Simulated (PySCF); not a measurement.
C3H4O, SMILES O=C1CC1. Atoms are numbered in the order given.

```xyz
8

O      0.0000     0.0000     1.5938
C      0.0000     0.0000     0.3875
C      0.0000     0.7846    -0.8657
C      0.0000    -0.7846    -0.8657
H     -0.9256     1.3028    -1.1718
H      0.9256     1.3028    -1.1718
H      0.9256    -1.3028    -1.1718
H     -0.9256    -1.3028    -1.1718
```

Geometry optimised at PBE-D3(BJ)/def2-SVP.

Computed with PBE-D3(BJ)/def2-SVP in PySCF.

Harmonic, unscaled wavenumbers; measured fundamentals usually lie a few per cent lower.

Computed harmonic wavenumbers and intensities:
```
mode  ν (cm⁻¹)  IR (km/mol)  moving atoms (share of kinetic energy)
----  --------  -----------  --------------------------------------
1          299          3.3                  C 44 %, H 39 %, O 17 %
2          493          0.5                  C 51 %, O 27 %, H 22 %
3          571          0.0                          H 89 %, C 11 %
4          679          2.6                                  H 95 %
5          728          4.7                  C 51 %, O 25 %, H 24 %
6          922         99.1                          C 64 %, H 34 %
7          971         32.2                          H 69 %, C 30 %
8         1025         33.7                          C 66 %, H 34 %
9         1046          0.6                          H 54 %, C 45 %
10        1051          0.8                  C 62 %, H 24 %, O 14 %
11        1117          0.0                          H 81 %, C 19 %
12        1328          6.7                                  H 92 %
13        1350          7.6                          H 81 %, C 17 %
14        1921        294.2                          C 70 %, O 30 %
15        3042          1.9                                  H 95 %
16        3043          0.7                                  H 95 %
17        3130          0.0                          H 89 %, C 11 %
18        3140          0.1                          H 90 %, C 10 %
```
